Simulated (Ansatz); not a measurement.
Born–Oppenheimer molecular dynamics of CH$_{7}$BO$_{4}$ (13 atoms, charge 0, multiplicity 1). It starts from a rough guess of a transition structure, not a stationary point.

The calculation used UKS B3LYP-D4/STO-3G (Ansatz 0.2.0).

```
ensemble                      : NVE (velocity Verlet)
time step                     : 0.5 fs
steps asked                   : 150
starting velocities drawn for : 600 K
seed                          : 112348
```

Frames 5 fs apart, positions in Å.

Velocities at 15.0 fs (Å/ps):

```
B 5.00 7.11 -1.57
O 4.74 -6.45 2.07
O -1.47 -4.71 -3.55
O 2.61 5.64 0.43
H -5.12 6.51 30.36
O -4.75 1.69 -6.79
C -5.00 -1.34 2.42
H 12.97 -13.13 66.06
H 13.93 31.10 -9.99
H -25.89 -38.43 16.62
H -15.76 21.48 15.02
H 13.38 -22.45 -10.44
H -5.62 15.52 4.77
```

```xyz
13
Properties=species:S:1:pos:R:3 time_fs=15.0 energy_less_start_eV=0.009 T=590
B -0.891 -0.155 0.252
O -1.134 1.258 -0.432
O -0.901 -1.292 -0.692
O -1.580 -0.288 1.548
H 0.031 1.420 -0.202
O 0.588 0.551 0.478
C 1.820 -0.144 -0.210
H -1.365 1.097 -1.433
H -1.831 -1.783 -0.437
H -1.170 0.553 2.030
H 2.665 -0.317 0.516
H 1.568 -1.201 -0.540
H 2.304 0.583 -0.937
13
Properties=species:S:1:pos:R:3 time_fs=20.0 energy_less_start_eV=-0.113 T=674
B -0.863 -0.130 0.253
O -1.123 1.234 -0.409
O -0.906 -1.298 -0.699
O -1.562 -0.267 1.531
H 0.025 1.366 -0.105
O 0.586 0.541 0.442
C 1.788 -0.143 -0.186
H -1.332 1.011 -1.423
H -1.804 -1.680 -0.472
H -1.272 0.466 2.199
H 2.527 -0.198 0.632
H 1.611 -1.128 -0.623
H 2.178 0.542 -0.933
13
Properties=species:S:1:pos:R:3 time_fs=25.0 energy_less_start_eV=-0.073 T=646
B -0.838 -0.134 0.277
O -1.150 1.225 -0.408
O -0.906 -1.269 -0.683
O -1.540 -0.258 1.498
H 0.078 1.334 -0.240
O 0.616 0.494 0.417
C 1.746 -0.113 -0.141
H -1.230 1.028 -1.359
H -1.836 -1.683 -0.479
H -1.322 0.400 2.207
H 2.445 -0.160 0.722
H 1.543 -1.083 -0.696
H 2.099 0.512 -1.025
13
Properties=species:S:1:pos:R:3 time_fs=30.0 energy_less_start_eV=-0.113 T=677
B -0.818 -0.163 0.307
O -1.185 1.239 -0.417
O -0.906 -1.217 -0.648
O -1.524 -0.271 1.458
H -0.036 1.291 -0.284
O 0.622 0.454 0.408
C 1.737 -0.097 -0.132
H -1.183 1.014 -1.505
H -1.809 -1.714 -0.472
H -1.263 0.477 2.168
H 2.539 -0.252 0.633
H 1.471 -1.080 -0.538
H 2.147 0.515 -0.934
13
Properties=species:S:1:pos:R:3 time_fs=35.0 energy_less_start_eV=-0.003 T=602
B -0.786 -0.201 0.313
O -1.217 1.266 -0.463
O -0.905 -1.168 -0.614
O -1.521 -0.289 1.454
H -0.167 1.376 -0.177
O 0.583 0.449 0.426
C 1.782 -0.129 -0.147
H -1.233 1.027 -1.369
H -1.698 -1.697 -0.431
H -1.222 0.459 1.979
H 2.645 -0.334 0.523
H 1.485 -1.173 -0.458
H 2.262 0.560 -0.913
13
Properties=species:S:1:pos:R:3 time_fs=40.0 energy_less_start_eV=0.049 T=566
B -0.746 -0.215 0.313
O -1.256 1.307 -0.487
O -0.894 -1.147 -0.613
O -1.532 -0.317 1.474
H -0.199 1.550 -0.227
O 0.552 0.461 0.459
C 1.833 -0.184 -0.167
H -1.228 0.989 -1.560
H -1.710 -1.797 -0.332
H -1.183 0.572 1.989
H 2.637 -0.313 0.604
H 1.593 -1.160 -0.606
H 2.215 0.463 -0.957
13
Properties=species:S:1:pos:R:3 time_fs=45.0 energy_less_start_eV=0.084 T=542
B -0.715 -0.195 0.343
O -1.293 1.350 -0.526
O -0.892 -1.179 -0.648
O -1.536 -0.325 1.510
H -0.325 1.605 -0.408
O 0.571 0.471 0.483
C 1.840 -0.227 -0.166
H -1.162 1.089 -1.442
H -1.562 -1.756 -0.301
H -1.300 0.456 2.042
H 2.534 -0.262 0.684
H 1.679 -1.181 -0.754
H 2.168 0.431 -1.029
13
Properties=species:S:1:pos:R:3 time_fs=50.0 energy_less_start_eV=-0.123 T=685
B -0.697 -0.185 0.381
O -1.331 1.398 -0.559
O -0.876 -1.207 -0.689
O -1.536 -0.335 1.531
H -0.302 1.724 -0.396
O 0.628 0.466 0.489
C 1.792 -0.236 -0.169
H -1.226 1.070 -1.597
H -1.612 -1.869 -0.218
H -1.383 0.440 2.245
H 2.539 -0.296 0.665
H 1.674 -1.230 -0.621
H 2.199 0.466 -0.905
13
Properties=species:S:1:pos:R:3 time_fs=55.0 energy_less_start_eV=0.104 T=523
B -0.682 -0.197 0.402
O -1.351 1.440 -0.597
O -0.866 -1.224 -0.693
O -1.530 -0.338 1.540
H -0.450 1.761 -0.396
O 0.676 0.450 0.484
C 1.736 -0.220 -0.146
H -1.343 1.089 -1.539
H -1.520 -1.832 -0.293
H -1.399 0.309 2.296
H 2.575 -0.400 0.564
H 1.526 -1.281 -0.469
H 2.264 0.480 -0.862
13
Properties=species:S:1:pos:R:3 time_fs=60.0 energy_less_start_eV=-0.271 T=786
B -0.655 -0.227 0.402
O -1.385 1.469 -0.613
O -0.842 -1.205 -0.666
O -1.517 -0.349 1.525
H -0.353 1.838 -0.526
O 0.669 0.441 0.492
C 1.726 -0.221 -0.121
H -1.313 1.111 -1.584
H -1.579 -1.887 -0.318
H -1.272 0.278 2.291
H 2.568 -0.474 0.577
H 1.328 -1.172 -0.523
H 2.185 0.330 -0.970
13
Properties=species:S:1:pos:R:3 time_fs=65.0 energy_less_start_eV=-0.168 T=714
B -0.623 -0.263 0.394
O -1.398 1.494 -0.623
O -0.815 -1.174 -0.618
O -1.500 -0.360 1.494
H -0.484 1.843 -0.643
O 0.612 0.451 0.520
C 1.743 -0.261 -0.123
H -1.309 1.117 -1.614
H -1.576 -1.807 -0.380
H -1.038 0.269 2.208
H 2.515 -0.506 0.620
H 1.242 -1.121 -0.645
H 2.088 0.230 -1.072
13
Properties=species:S:1:pos:R:3 time_fs=70.0 energy_less_start_eV=-0.092 T=660
B -0.603 -0.285 0.404
O -1.411 1.504 -0.645
O -0.782 -1.151 -0.587
O -1.470 -0.358 1.468
H -0.436 1.968 -0.602
O 0.558 0.462 0.549
C 1.719 -0.309 -0.158
H -1.446 1.110 -1.554
H -1.590 -1.696 -0.392
H -0.950 0.185 2.095
H 2.510 -0.543 0.599
H 1.326 -1.248 -0.582
H 2.138 0.321 -0.969
```

Of the whole run (75 fs, mean temperature of the second half 626 K): The conserved energy stayed within 0.77 meV per atom of its start (net change -0.25 meV per atom), so the integration is sound. A run of 0.075 ps of so small a system gives no equilibrium averages. The orbitals stay closed-shell, which can raise the energy where a bond breaks towards radicals; this wasn't checked here. Limits of this set-up: minimal basis.

The run took 7.9 min on 1 thread of Intel(R) Xeon(R) Platinum 8488C (Sapphire Rapids), on a shared host, peak memory 0.17 GiB.
